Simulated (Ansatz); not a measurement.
C2H8Si, charge -1, doublet, geometry from GFN2-xTB (a state made from the parent by changing its charge; the spin is typed, not shown lowest) (a gas-phase anion, which may not be bound at this level); Ansatz (a program for electronic structure) with CCSD(T)/6-31G*.

Input for Ansatz:
Ansatz 0.2 input:
```yaml
crystal:
  periodic: [false, false, false]
  atoms:
    - {symbol: Si, position_ang: [0.03650883, -0.43358581, -0.36506855]}
    - {symbol: C, position_ang: [1.53191651, 0.70441595, 0.02861041]}
    - {symbol: C, position_ang: [-1.59066006, -0.00589419, 0.55995929]}
    - {symbol: H, position_ang: [0.46724040, -1.52735808, 0.70404964]}
    - {symbol: H, position_ang: [-0.37186753, 0.39533092, -1.65687240]}
    - {symbol: H, position_ang: [1.34621039, 1.75174239, -0.21270573]}
    - {symbol: H, position_ang: [2.39066044, 0.39037068, -0.56582162]}
    - {symbol: H, position_ang: [1.83806531, 0.66049153, 1.07444453]}
    - {symbol: H, position_ang: [-2.37613987, -0.69396032, 0.24531429]}
    - {symbol: H, position_ang: [-1.94958409, 1.00202939, 0.34811853]}
    - {symbol: H, position_ang: [-1.50324740, -0.09957575, 1.64301434]}
basis:
  gaussian:
    orbitals: 6-31G*
total_charge: -1
magnetization: {spin_polarized: true, initial_magnetization: 1}
correlation: {method: ccsd_t, diis_vectors: 4}
```

### Question
What does Ansatz print? Leave out banner, timings and long lists.

### Answer

```
Functional definition: HF
705 factors; integrals over basis functions are off by at most 6.5e-4 eV
mean field evaluation 1: about -10045.0979 eV, gradient 1.4e1 eV
mean field evaluation 2: about -10045.1537 eV, gradient 1.4e1 eV
mean field evaluation 4: about -10046.6344 eV, gradient 1.1e0 eV
mean field evaluation 8: about -10046.6486 eV, gradient 6.6e-4 eV
mean field evaluation 16: about -10046.5713 eV, gradient 1.1e0 eV
mean field evaluation 32: about -10043.3731 eV, gradient 1.0e-2 eV
mean field -10046.64864004 eV, -369.2075276586 hartree, gradient 2.6e-6 eV, S^2 0.757223; 1 other end points of the search recorded, 0 dependent functions left out
determinant -10046.64864004 eV, -369.2075276586 hartree, with singles and doubles -10057.49335806 eV, -369.6060636948 hartree
determinant -10043.37310582 eV, -369.0871539959 hartree, with singles and doubles -10054.57028203 eV, -369.4986426322 hartree
7 core orbitals not correlated
reference -10046.64864004 eV, -369.2075276586 hartree; 11, 10 occupied and 47, 48 virtual orbitals, 705 factors
second order -9.49016709 eV of doubles, -0.00000000 eV of singles
cycle   1  -10.84483288 eV  change   -1.1e-4 eV  update   4.8e-4
cycle   2  -10.84478409 eV  change    4.9e-5 eV  update   2.8e-4
cycle   3  -10.84468251 eV  change    1.0e-4 eV  update   1.4e-4
cycle   4  -10.84465209 eV  change    3.0e-5 eV  update   4.2e-5
cycle   5  -10.84470302 eV  change   -5.1e-5 eV  update   1.3e-5
cycle   6  -10.84472769 eV  change   -2.5e-5 eV  update   3.7e-6
cycle   7  -10.84473631 eV  change   -8.6e-6 eV  update   1.4e-6
perturbative correction -0.28131160 eV, -0.0103380106 hartree
Total energy: -10057.77468796 eV, -369.6164023778 hartree
```
